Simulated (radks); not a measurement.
Values are calculated unless marked as measured or tabulated.
Polarisability of neutral tellurium, [Kr] 4d10 5s2 5p4, at imaginary frequency. Code: a radial shooting solver on a logarithmic mesh with Libxc functionals. Model: scalar-relativistic Kohn-Sham, LB94 model potential, spin-polarised, spherical densities, finite nucleus; open shells are filled with parallel spins first (spin-orbit coupling, left out, can overturn this in heavy ions); Fermi nuclear charge, rms radius 4.7423 fm. Response by self-consistent Sternheimer equations with the Hartree and adiabatic LDA kernel, the relativistic mass of each level held fixed and spin-orbit coupling left out.

w (hartree)  alpha1(iw) (bohr^3)
0.00266                    36.63
0.0143                     36.56
0.0360                     36.22
0.0697                     35.15
0.118                      32.77
0.186                      28.64
0.280                      22.97
0.413                      16.75
0.605                      11.14
0.892                      6.841
1.35                       3.945
2.12                       2.137
3.59                       1.022
6.94                      0.3686
17.5                     0.07941

Static values: alpha1 = 36.63 bohr^3 (5.428 angstrom^3; uncoupled 57.94). C6 = 390.2, triple-dipole C9 = 10170 atomic units. One-pole (London) frequency 4 C6 / (3 alpha1^2) = 0.388 hartree, against 0.373 for minus the highest occupied eigenvalue. Recommended static value: 38 bohr^3 (Schwerdtfeger and Nagle, 2023 table).
